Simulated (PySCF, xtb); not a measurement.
Ge(H)3(OAc) (C₂H₆GeO₂), SMILES CC(=O)[O][GeH3].

GFN2-xTB (xtb) at its own geometry gives an orbital gap of 5.20 eV and a dipole moment of 1.60 D.

The structure is a stationary point at B3LYP-D3(BJ)/def2-SVP.

### Question
What does PBE/def2-TZVP (PySCF) give? (The exact figures need the calculation; the answer reports its results.)

### Answer
gap 5.42 eV (levels -6.32 and -0.90 eV), dipole 1.56 D.
